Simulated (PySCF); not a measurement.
HgCl2, SMILES [Cl][Hg][Cl]. Heavy atoms are numbered as in [Hg:1]([Cl:2])[Cl:3].

Coordinates come from a B3LYP-D3(BJ)/def2-TZVP optimisation. The isomer is the one that the SMILES or the coordinates give; other isomers of the formula were not compared. The def2 effective core potentials stand for the cores of Hg; spin–orbit coupling is left out.

Level of theory: ωB97X/def2-TZVPD (PySCF).

Mulliken values depend strongly on the basis, most of all with diffuse functions as here. ESP charges are fitted to the potential on shells at 1.4 to 2.0 van der Waals radii. Atomic charges (e), one atom of each kind:

```
atom  Mulliken  ESP fit
----  --------  -------
Hg1       0.86      [?]
Cl2      -0.43      [?]
```

What belongs in the gaps? (The exact figures need the calculation; the answer reports its results.)


- Hg1, ESP fit: 0.60
- Cl2, ESP fit: -0.30
